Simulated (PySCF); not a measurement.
PySCF input (MN15/def2-TZVPD):

```python
from pyscf import gto, scf, dft

mol = gto.M(
    atom='''
    I    -0.00000000   -0.00000000   -1.30342046
    I     0.00000000    0.00000000    1.30342046
    ''',
    basis='def2-tzvpd',
    ecp='def2-tzvp',
    charge=1,
    spin=1,
    symmetry='D2h',
    verbose=4,
)

mf = dft.UKS(mol, xc='mn15').density_fit(auxbasis='def2-universal-jkfit')
mf.grids.level = 4
mf.conv_tol = 1e-9
mf.max_cycle = 100
mf.max_memory = 1500
mf.kernel()
if not mf.converged:
    mf = mf.newton()
    mf.kernel(mf.make_rdm1())
mf.analyze()
```

End of the output:

```
Extra cycle  E= -593.65277519171  delta_E= -2.16e-12  |g|= 2.01e-06  |ddm|= 4.11e-06
converged SCF energy = -593.65277519171  <S^2> = 0.75577047  2S+1 = 2.0057622
**** SCF Summaries ****
Total Energy =                        -593.652775191710475
Nuclear Repulsion Energy =             126.872243828748864
One-electron Energy =                -1274.583183338007075
Two-electron Energy =                  554.058164317547721
Two-electron Coulomb Energy =          596.622036536549217
DFT Exchange-Correlation Energy =      -42.563872219001539
HOMO-LUMO gap [eV] =                     2.981872153419267
Wave-function symmetry = B3g
alpha occupancy for each irrep:     Ag  B1g  B2g  B3g   Au  B1u  B2u  B3u
                                     6    1    3    3    1    5    3    3
beta  occupancy for each irrep:     Ag  B1g  B2g  B3g   Au  B1u  B2u  B3u
                                     6    1    3    2    1    5    3    3
**** MO energy ****
alpha MO #1 (Ag #1), energy= -6.851958510796 occ= 1
alpha MO #2 (B1u #1), energy= -6.85193901979903 occ= 1
alpha MO #3 (Ag #2), energy= -4.9963091418924 occ= 1
alpha MO #4 (B1u #2), energy= -4.99602626448229 occ= 1
alpha MO #5 (B2u #1), energy= -4.98789285191832 occ= 1
alpha MO #6 (B3g #1), energy= -4.98788216457003 occ= 1
alpha MO #7 (B3u #1), energy= -4.97622752055342 occ= 1
alpha MO #8 (B2g #1), energy= -4.97621496078069 occ= 1
alpha MO #9 (Ag #3), energy= -2.22283201519842 occ= 1
alpha MO #10 (B2u #2), energy= -2.21966777316058 occ= 1
alpha MO #11 (B3g #2), energy= -2.21781277464593 occ= 1
alpha MO #12 (B1u #3), energy= -2.21756424968409 occ= 1
alpha MO #13 (B3u #2), energy= -2.20978748424591 occ= 1
alpha MO #14 (B2g #2), energy= -2.20797573426239 occ= 1
alpha MO #15 (B1g #1), energy= -2.20310417943245 occ= 1
alpha MO #16 (Au #1), energy= -2.20295728701889 occ= 1
alpha MO #17 (Ag #4), energy= -2.20143195559217 occ= 1
alpha MO #18 (B1u #4), energy= -2.20062719233073 occ= 1
alpha MO #19 (Ag #5), energy= -1.06033724665921 occ= 1
alpha MO #20 (B1u #5), energy= -0.962331607913997 occ= 1
alpha MO #21 (Ag #6), energy= -0.643645338802629 occ= 1
alpha MO #22 (B2u #3), energy= -0.612554350734227 occ= 1
alpha MO #23 (B3u #3), energy= -0.590672966281933 occ= 1
alpha MO #24 (B3g #3), energy= -0.542841645601838 occ= 1
alpha MO #25 (B2g #3), energy= -0.5184013242934 occ= 1
alpha MO #26 (B1u #6), energy= -0.329883433649879 occ= 0
alpha MO #27 (Ag #7), energy= -0.132129633731847 occ= 0
alpha MO #28 (B2u #4), energy= -0.0890113279566949 occ= 0
alpha MO #29 (B1g #2), energy= -0.0854467300411765 occ= 0
alpha MO #30 (Ag #8), energy= -0.0849085658583633 occ= 0
alpha MO #31 (B3u #4), energy= -0.0775632633693721 occ= 0
alpha MO #32 (B1u #7), energy= -0.0765969805618747 occ= 0
alpha MO #33 (B2u #5), energy= -0.0648784545966841 occ= 0
alpha MO #34 (Ag #9), energy= -0.064280764277842 occ= 0
alpha MO #35 (B3u #5), energy= -0.0595736826376587 occ= 0
alpha MO #36 (B3g #4), energy= -0.0425746549281225 occ= 0
alpha MO #37 (B2g #4), energy= -0.0389100284550112 occ= 0
alpha MO #38 (B1u #8), energy= -0.0135531572015948 occ= 0
alpha MO #39 (Au #2), energy= -0.0101345959086108 occ= 0
alpha MO #40 (B1u #9), energy= -0.00258671915562925 occ= 0
alpha MO #41 (Ag #10), energy= 0.0199580286238117 occ= 0
alpha MO #42 (B1u #10), energy= 0.0473764520194671 occ= 0
alpha MO #43 (B3g #5), energy= 0.0503689926876314 occ= 0
alpha MO #44 (B2g #5), energy= 0.0579173525752967 occ= 0
alpha MO #45 (B2u #6), energy= 0.0914698350444212 occ= 0
alpha MO #46 (B3u #6), energy= 0.0999682970251445 occ= 0
alpha MO #47 (Ag #11), energy= 0.119726459915531 occ= 0
alpha MO #48 (B2u #7), energy= 0.154264534718511 occ= 0
alpha MO #49 (B3u #7), energy= 0.163336338370772 occ= 0
alpha MO #50 (B3g #6), energy= 0.165559064164315 occ= 0
alpha MO #51 (B2g #6), energy= 0.177234415957218 occ= 0
alpha MO #52 (Ag #12), energy= 0.180989737480228 occ= 0
alpha MO #53 (B1g #3), energy= 0.182437677251998 occ= 0
alpha MO #54 (Ag #13), energy= 0.208003751634303 occ= 0
alpha MO #55 (B1u #11), energy= 0.22648754833665 occ= 0
alpha MO #56 (Au #3), energy= 0.227474586418606 occ= 0
alpha MO #57 (B3g #7), energy= 0.279325929348181 occ= 0
alpha MO #58 (B1u #12), energy= 0.282796072391249 occ= 0
alpha MO #59 (B2g #7), energy= 0.292534010494078 occ= 0
alpha MO #60 (B1u #13), energy= 0.30283639819538 occ= 0
alpha MO #61 (Ag #14), energy= 0.374603208330172 occ= 0
alpha MO #62 (B2u #8), energy= 0.515575585346139 occ= 0
alpha MO #63 (B3u #8), energy= 0.536930538599429 occ= 0
alpha MO #64 (B1u #14), energy= 0.538685220692254 occ= 0
alpha MO #65 (Ag #15), energy= 0.546301621727755 occ= 0
alpha MO #66 (B1g #4), energy= 0.549256786449556 occ= 0
alpha MO #67 (B2u #9), energy= 0.59868136070529 occ= 0
alpha MO #68 (B3u #9), energy= 0.598870335749586 occ= 0
alpha MO #69 (Ag #16), energy= 0.604403887850524 occ= 0
alpha MO #70 (B3g #8), energy= 0.611352189489654 occ= 0
alpha MO #71 (B2g #8), energy= 0.611410165423162 occ= 0
alpha MO #72 (Au #4), energy= 0.65065516335658 occ= 0
alpha MO #73 (B1u #15), energy= 0.650862408635234 occ= 0
alpha MO #74 (B3g #9), energy= 0.761279205444249 occ= 0
alpha MO #75 (B2g #9), energy= 0.779747872518343 occ= 0
alpha MO #76 (B1u #16), energy= 0.908387336393754 occ= 0
alpha MO #77 (B2u #10), energy= 0.948752912222537 occ= 0
alpha MO #78 (B3u #10), energy= 0.973910250279996 occ= 0
alpha MO #79 (Ag #17), energy= 1.01819156445094 occ= 0
alpha MO #80 (B3g #10), energy= 1.03831755544571 occ= 0
alpha MO #81 (B2g #10), energy= 1.06554281813738 occ= 0
alpha MO #82 (B1g #5), energy= 1.20059380659251 occ= 0
alpha MO #83 (Ag #18), energy= 1.20063275508663 occ= 0
alpha MO #84 (B1u #17), energy= 1.21054573030571 occ= 0
alpha MO #85 (Au #5), energy= 1.24422758702116 occ= 0
alpha MO #86 (B2u #11), energy= 1.24446260414463 occ= 0
alpha MO #87 (B1u #18), energy= 1.24776876254324 occ= 0
alpha MO #88 (B3u #11), energy= 1.26185636667998 occ= 0
alpha MO #89 (B3g #11), energy= 1.27876703836638 occ= 0
alpha MO #90 (B2g #11), energy= 1.29805457748326 occ= 0
alpha MO #91 (Ag #19), energy= 1.3874161834829 occ= 0
alpha MO #92 (B1u #19), energy= 1.44287546567741 occ= 0
alpha MO #93 (B2u #12), energy= 2.64445813229179 occ= 0
alpha MO #94 (B3u #12), energy= 2.65599786606041 occ= 0
alpha MO #95 (Ag #20), energy= 2.67459831308006 occ= 0
alpha MO #96 (B1g #6), energy= 2.67560812027118 occ= 0
alpha MO #97 (B2u #13), energy= 2.70916647680909 occ= 0
alpha MO #98 (B3u #13), energy= 2.70922690093305 occ= 0
alpha MO #99 (B3g #12), energy= 2.71720735868838 occ= 0
alpha MO #100 (B2g #12), energy= 2.71722611774219 occ= 0
alpha MO #101 (Ag #21), energy= 2.72720758185638 occ= 0
alpha MO #102 (B1u #20), energy= 2.74566309458281 occ= 0
[...]
```
